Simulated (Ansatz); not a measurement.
`[OH][In]([F])[CH2]F`, relaxed with RKS PBE0-D4/def2-TZVP in the Gaussian-basis code of Ansatz from a PBE-D4/def2-SVP geometry. The force threshold is 0.005 eV/Å; the program also tests the step.

Total charge 0; spin multiplicity 1. In: def2 effective core potential.

Start:

```xyz
8

O    -2.204   -1.074   -0.671
In   -0.515    0.029   -0.706
F    -0.424    0.957   -2.458
C     1.152    0.388    0.699
F     1.010   -0.341    1.857
H    -2.272   -1.546    0.183
H     2.092    0.110    0.175
H     1.161    1.477    0.922
```

```json
{"step": "1", "energy (eV)": "-13736.4160", "largest force (eV/Å)": "0.930", "largest move (Å)": "0.000"}
{"step": "2", "energy (eV)": "-13736.4793", "largest force (eV/Å)": "0.316", "largest move (Å)": "0.065"}
{"step": "3", "energy (eV)": "-13736.4839", "largest force (eV/Å)": "0.158", "largest move (Å)": "0.039"}
{"step": "4", "energy (eV)": "-13736.4852", "largest force (eV/Å)": "0.056", "largest move (Å)": "0.013"}
{"step": "5", "energy (eV)": "-13736.4854", "largest force (eV/Å)": "0.017", "largest move (Å)": "0.007"}
{"step": "6", "energy (eV)": "-13736.4854", "largest force (eV/Å)": "0.006", "largest move (Å)": "0.003"}
{"step": "7", "energy (eV)": "-13736.4855", "largest force (eV/Å)": "0.002", "largest move (Å)": "0.002"}
```

End:

```xyz
8

O    -2.155   -1.054   -0.654
In   -0.509    0.023   -0.693
F    -0.428    0.945   -2.412
C     1.133    0.393    0.667
F     0.986   -0.329    1.833
H    -2.268   -1.542    0.166
H     2.071    0.107    0.186
H     1.168    1.458    0.909
```

It took 30 s on 4 threads of an Intel Xeon Platinum 8375C on a shared host, with 0.48 GiB of host memory at the peak.
